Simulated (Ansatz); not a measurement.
Input file for Ansatz (a program for electronic structure): R-CCSD(T)/cc-pVQZ on BFH2O (SMILES OBF), a point of a torsion scan.

Ansatz 0.2 input:
```yaml
crystal:
  periodic: [false, false, false]
  atoms:
    - {symbol: O, position_ang: [0.89307730, -0.07050940, -0.36644347]}
    - {symbol: B, position_ang: [-0.42015202, -0.01673527, -0.15442299]}
    - {symbol: F, position_ang: [-1.18530447, -0.83489129, -0.86361493]}
    - {symbol: H, position_ang: [1.54586745, -0.27259299, 0.29234799]}
    - {symbol: H, position_ang: [-0.96814480, 0.65824800, 0.64320156]}
basis:
  gaussian:
    orbitals: cc-pVQZ
magnetization: {spin_polarized: false}
correlation: {method: ccsd_t, electrons: outside_noble_gas}
scf: {lower_state_search: off}
```

Program output:

```
WARN ansatz: RAYON_NUM_THREADS=1 ignored (pool sized by the plan → 1); use --threads N
Functional definition: HF
these checks for a lower state are left out or cut short: stability, starts, cluster_reference, orbital_swaps, neighbouring_geometries, increment
integrals: 1.16 GiB planned
1358 factors; integrals over basis functions are off by at most 9.4e-4 eV
mean field: 0.59 GiB planned
mean field evaluation 1: about -5449.1804 eV, gradient 3.9e1 eV
mean field evaluation 2: about -5449.1810 eV, gradient 3.9e1 eV
mean field evaluation 4: about -5451.7924 eV, gradient 2.3e0 eV
mean field evaluation 8: about -5451.8121 eV, gradient 1.6e-1 eV
mean field -5451.81215041 eV, -200.3504011567 hartree, gradient 1.2e-6 eV, S^2 0.000000; 0 other end points of the search recorded, 0 dependent functions left out
3 core orbitals not correlated
reference -5451.81215041 eV, -200.3504011567 hartree; 9, 9 occupied and 213, 213 virtual orbitals, 1358 factors
second order -17.43316102 eV of doubles, -0.00000000 eV of singles
coupled cluster: 1.68 GiB planned
cycle   1  -17.17147217 eV  change    2.6e-1 eV  update   7.8e-2
cycle   2  -17.50339705 eV  change   -3.3e-1 eV  update   2.2e-2
cycle   3  -17.58192760 eV  change   -7.9e-2 eV  update   1.2e-2
cycle   4  -17.56723146 eV  change    1.5e-2 eV  update   2.9e-3
cycle   5  -17.56561647 eV  change    1.6e-3 eV  update   1.3e-3
cycle   6  -17.56645464 eV  change   -8.4e-4 eV  update   3.8e-4
cycle   7  -17.56629864 eV  change    1.6e-4 eV  update   1.2e-4
cycle   8  -17.56623213 eV  change    6.7e-5 eV  update   4.4e-5
cycle   9  -17.56624573 eV  change   -1.4e-5 eV  update   2.0e-5
perturbative correction -0.58741179 eV, -0.0215869853 hartree
Total energy: -5469.96580793 eV, -201.0175357656 hartree
Checks for a lower state left out: stability, starts, cluster_reference, orbital_swaps, neighbouring_geometries, increment
```

The run converged.

Cost: very roughly 4 core-minutes.
